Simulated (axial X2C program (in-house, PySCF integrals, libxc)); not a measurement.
**Sb₂: from the spin-free to the two-component result**

All values were computed with an in-house all-electron X2C program for linear molecules (integrals from PySCF). Spin-free means the one-electron spin-free X2C Hamiltonian; two-component (2c) means X2C with spin–orbit coupling and atomic mean-field two-electron Coulomb and Gaunt terms, so the difference of the two also holds small scalar two-electron terms. Basis: Sb dyall-cv3z [11s12p8d4f1g] (cores contracted in-house); Gaussian nuclei, density fitting, unrestricted open shells. Masses: Sb 120.904 u.

Spin-free state: M_S = 0, Λ = 0 (closed shell); fragments Sb + Sb.

| level | Re (Å) | ωe (cm⁻¹) | De (eV) |
| --- | --- | --- | --- |
| PBE0 | 2.466 | 298.3 | 2.722 |
| TPSS | 2.491 | 282.2 | 3.088 |

Two-component determinant lowest at the distance of the search:

Ω = 0 (closed shell); fragments Sb + Sb.

```
level  Re (Å)  ωe (cm⁻¹)  De (eV)
 PBE0   2.471      294.5    2.671
 TPSS   2.495      279.5    3.037
```

Q: From the two tables, how do the constants change at the PBE0 level (2c against spin-free)?

A: At the PBE0 level Re rises by 0.005 Å and ωe drops by 3.8 cm⁻¹; De changes by -0.051 eV.

The state is one determinant whose occupation by symmetry is held fixed; it was picked as the lowest of a PBE0 search that is not exhaustive. Closed shells are restricted here (equal orbitals for both partners); the stretched side of such a curve lies too high. Dissociation energies refer to the lowest single-determinant-based atoms at the same level and basis.
